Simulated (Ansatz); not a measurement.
Cost and result for the atomization energy of `COBCS` (12 atoms, 11 bonds).

```xyz
12

C     1.380   -1.225   -1.101
O     0.106   -0.710   -0.777
B    -0.143   -0.103    0.396
C    -1.531    0.585    0.614
S    -1.133    2.355    0.393
H     2.062   -1.167   -0.248
H     1.271   -2.266   -1.410
H     1.795   -0.653   -1.934
H     0.714   -0.054    1.243
H    -2.007    0.432    1.583
H    -2.247    0.352   -0.176
H    -0.267    2.454    1.416
```

Total charge 0; spin multiplicity 1. All single points use the PBE0-D4/def2-TZVP geometry. It is one conformer, not always the lowest. Program: Ansatz. All runs use 4 threads of an Intel Xeon Platinum 8375C on a shared host. Times are those of one run each, without the atoms' runs, and a repeat can differ threefold. Electronic energies, without spin–orbit coupling; frozen cores. CCSD(T)/CBS adds CCSD(T) − MP2 in def2-TZVPP to the MP2 limit, and its time is that of the two runs behind it. T1 = 0.013. B3LYP takes the VWN-RPA correlation (the form of Gaussian; ORCA's B3LYP/G).

CCSD(T)/CBS is a level of theory with its own doubt, some kJ/mol a heavy atom from the limit and from the frozen cores, so smaller differences don't rank the functionals.

```
                             level  functions  wall time
   PBE-D4/def2-TZVPP (with forces)        264      1.8 s
                PBE0-D4/def2-TZVPP        264      2.1 s
r2SCAN-D4/def2-TZVPP (with forces)        264      3.1 s
 B3LYP-D4/def2-TZVPP (with forces)        264      3.3 s
                 B2PLYP/def2-TZVPP        264        4 s
                ωB97X-V/def2-TZVPP        264        5 s
  ωB97M-V/def2-TZVPP (with forces)        264        7 s
                    MP2/def2-QZVPP        508       22 s
                CCSD(T)/def2-TZVPP        264       94 s
                 CCSD(T)/CBS(def2)          –      120 s
```

What atomization energy does each give, and how far from CCSD(T)/CBS? (An estimate is asked.)

Ansatz gave: 
```csv
level,atomization (kcal/mol),difference from CCSD(T)/CBS,per bond
PBE-D4/def2-TZVPP (with forces),1104.6,24.3,2.2
PBE0-D4/def2-TZVPP,1086.8,6.5,0.6
r2SCAN-D4/def2-TZVPP (with forces),1087.6,7.3,0.7
B3LYP-D4/def2-TZVPP (with forces),1083.4,3.1,0.3
B2PLYP/def2-TZVPP,1071.9,-8.4,-0.8
ωB97X-V/def2-TZVPP,1084.7,4.4,0.4
ωB97M-V/def2-TZVPP (with forces),1087.8,7.5,0.7
MP2/def2-QZVPP,1086.1,5.8,0.5
CCSD(T)/def2-TZVPP,1054.8,-25.5,-2.3
CCSD(T)/CBS(def2),1080.3,0.0,0.0
```

The D4 term adds +8.2 kcal/mol with B3LYP and +4.3 kcal/mol with PBE0; it sums over pairs of atoms, weighted by their polarisabilities, and B3LYP, whose exchange is more repulsive, gets the larger term. From PBE to PBE0 (25 % exact exchange), in def2-TZVPP and without D4, the atomization energy moves by −17.0 kcal/mol: exact exchange takes away binding that semilocal exchange gives to molecules. In def2-TZVPP, CCSD(T) changes the Hartree–Fock value by +252.7 kcal/mol (the triples alone add +15.1 kcal/mol) and MP2 by +268.9 kcal/mol; breaking electron pairs costs correlation energy, which Hartree–Fock lacks.
